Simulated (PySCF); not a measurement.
# Unknowns

[PySCF 2.14: GFN2-xTB structure; NMR shieldings at PBE0/pcSseg-1/GIAO; non-relativistic Hamiltonian; fast rotation and ring inversion assumed for equivalent nuclei; a single conformation; no solvent]

Referencing at the same level of theory: ¹H, ¹³C against TMS. Splittings of carbon signals by F and P are missing where no couplings were computed. Where no couplings were computed, multiplicities follow the n + 1 count of equivalent neighbours, and m marks all less simple cases (inequivalent or close neighbours, rings, F or P nearby). Shifts are as computed. Against solution values, carbons near 30 ppm lie about +3 ppm off and those near 130 ppm about +5 ppm. Of 1211 compounds with measured shifts, 218 miss one by over three times the rms of a fit or turn the order of signals round; such compounds aren't used in these exercises.

Q: C₇H₁₄P₂. ¹H NMR (500 MHz, computed): δ 7.92 (m, 1H), 6.21 (m, 1H), 5.75 (m, 1H), 1.67 (m, 2H), 1.50 (m, 6H), 1.23 (t, 3H). ¹³C{¹H} NMR (computed): δ 153.8, 132.0, 59.4, 42.3, 28.8, 13.7. Identify the compound.

A: SMILES CC(/P=P\C=C)(C)CC. 6 carbon signals for 7 carbons: some carbons are equivalent by symmetry or fast rotation. Carbon types of the structure: 1 × C, 1 × CH, 2 × CH2, 3 × CH3, which accounts for all hydrogens. δC 153.8: alkene CH; as expected for a trigonal carbon in a double bond. δC 132.0: terminal =CH2 carbon; the olefinic region. δH 7.92: hydrogen on an alkene CH; a vinylic proton, deshielded by the sp2 carbon and the C=C anisotropy. δH 6.21, 5.75: hydrogen on a terminal =CH2 carbon; olefinic region.

This is the structure that produced the data.

Q: CH₁₁O₂PSi₃. ¹H NMR (500 MHz, computed): δ 6.11 (m, 1H), 5.21 (s, 3H), 4.94 (m, 1H), 4.89 (m, 1H), 1.12 (m, 2H), 0.55 (m, 3H). ¹³C{¹H} NMR (computed): δ 4.7 (CH3). Give a structure.

A: `C[Si@H](P)O[SiH2]O[SiH3]`. Carbon types of the structure: 1 × CH3, leaving 8 H on heteroatoms. δC 4.7: methyl carbon bonded to Si; an electropositive neighbour leaves it electron-rich and shielded. δH 4.94, 4.89: hydrogen on a silicon bonded to 2 O. δH 1.12: hydrogen on a phosphorus bonded to Si. δH 0.55: hydrogen on a methyl carbon bonded to Si; an electropositive neighbour shields it, as in TMS itself.

The data come from this structure; uniqueness wasn't tested.

Q: C₉H₇FO. ¹H NMR (400 MHz, computed): δ 8.89 (m, 1H), 8.42 (m, 1H), 7.81 (m, 1H), 7.64 (d, 1H), 6.89 (m, 1H), 6.50 (m, 1H), 5.83 (m, 1H). ¹³C{¹H} NMR (computed): δ 166.0 (C), 143.0 (CH), 142.7 (CH), 142.6 (C), 139.4 (CH), 135.0 (CH), 132.5 (CH), 129.8 (C), 121.9 (CH2). Give a structure.

A: SMILES C=Cc1cccc(C(=O)F)c1. The formula gives 6 degrees of unsaturation (1 ring in the answer). 9 carbon signals for 9 carbons: no two carbons are equivalent. Carbon types of the structure: 3 × C, 5 × CH, 1 × CH2, which accounts for all hydrogens. δC 143.0: alkene CH; the olefinic region. δC 142.7, 139.4, 135.0, 132.5: aromatic CH. δC 121.9: terminal =CH2 carbon; the olefinic region. δH 8.89, 8.42, 7.81, 7.64: hydrogen on an aromatic CH.

The data come from this structure; uniqueness wasn't tested.
